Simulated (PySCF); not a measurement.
PySCF 2.14 output of a UHF calculation on a single atom or ion in aug-cc-pVTZ (5s4p3d2f, 46 functions), with no relativity, point nucleus:

```
SCF conv_tol = 1e-09
number electrons alpha = 6  beta = 2
cycle= 1 E= -96.901144000378  delta_E= -0.00248  |g|= 0.0177  |ddm|= 0.0293
cycle= 2 E= -96.9012097354254  delta_E= -6.57e-05  |g|= 0.00315  |ddm|= 0.00523
cycle= 3 E= -96.9012122623422  delta_E= -2.53e-06  |g|= 0.000168  |ddm|= 0.0015
cycle= 4 E= -96.9012122759414  delta_E= -1.36e-08  |g|= 3.84e-05  |ddm|= 0.000269
cycle= 5 E= -96.9012122767684  delta_E= -8.27e-10  |g|= 6.9e-06  |ddm|= 9.29e-05
converged SCF energy = -96.9012122767684  <S^2> = 6.0031811  2S+1 = 5.0012723
```

The run itself started from symmetry-adapted Hartree-Fock orbitals and held the occupation by maximum overlap, so the iterations belong to that start.

Task: Which element, charge and spin multiplicity is this?

Result: F⁺ (fluorine, charge +1), multiplicity 5; the state was [He] 2s1 2p4 3d1, one real determinant (an excited configuration).

⟨L²⟩ = 8.00 against 12 for a pure F term, so this real determinant mixes terms. The outer electron is Rydberg-like, and this basis confines it to a smaller radius and binds it less than a complete one would. At UHF the highest occupied level has a positive energy, so only the finite basis holds that electron; for this excited configuration the basis is too tight for the outer shell.
